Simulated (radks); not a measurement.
Species: Zr27+. Configuration: [Ne] 3s1 3p1 3d1 (not the ground configuration).

Calculated with a radial shooting solver on a logarithmic mesh with Libxc functionals: scalar-relativistic Kohn-Sham, BLYP, spin-polarised, spherical densities, finite nucleus; open shells are filled with parallel spins first (spin-orbit coupling, left out, can overturn this in heavy ions); Fermi nuclear charge, rms radius 4.2694 fm.

Energy parts (Ry):
part                        energy
total                  -6156.26341
kinetic                 6355.15514
electron-nucleus      -13358.97532
Hartree                  994.51782
exchange-correlation    -146.96105

Orbitals (lengths in bohr, moments of r in powers of bohr; <r^-3> diverges for s and p1/2; r(90%) holds 90 % of the orbital's charge):
| orbital | occ. | eigenvalue (Ry) | <r^-3> | <r> | r(90%) | <1/r> |
|---|---|---|---|---|---|---|
| 1s up | 1 | -1409.031 | - | 0.03705 | 0.0663 | 41.27 |
| 1s down | 1 | -1408.785 | - | 0.03705 | 0.0663 | 41.27 |
| 2s up | 1 | -275.1807 | - | 0.1603 | 0.247 | 9.386 |
| 2s down | 1 | -274.7005 | - | 0.1601 | 0.246 | 9.397 |
| 2p up | 3 | -256.5364 | 2219 | 0.1393 | 0.226 | 9.134 |
| 2p down | 3 | -256.0947 | 2223 | 0.1391 | 0.226 | 9.142 |
| 3s up | 1 | -106.2522 | - | 0.3944 | 0.571 | 3.746 |
| 3s down | 0 | -104.6002 | - | 0.3960 | 0.575 | 3.731 |
| 3p up | 1 | -100.3139 | 531.7 | 0.3828 | 0.565 | 3.633 |
| 3p down | 0 | -98.69352 | 530.1 | 0.3843 | 0.569 | 3.624 |
| 3d up | 1 | -92.42109 | 78.47 | 0.3413 | 0.519 | 3.458 |
| 3d down | 0 | -90.97380 | 79.51 | 0.3409 | 0.521 | 3.469 |

The highest occupied level is 3d up at -1257.5 eV. The configuration is held as typed, so some empty levels lie below it. The spin density at the nucleus is 890.2 e/bohr^3 (1s 0.4, 2s -7.1, 3s 896.9). Summed over all electrons, <r^2> = 0.6851 bohr^2, which gives a Langevin (diamagnetic) susceptibility term of -0.543 x 10^-6 cm^3/mol. The density falls to 0.001 e/bohr^3 at r = 1.00 bohr. The electron density at the nucleus is 7.584e+04 e/bohr^3 (large components only).
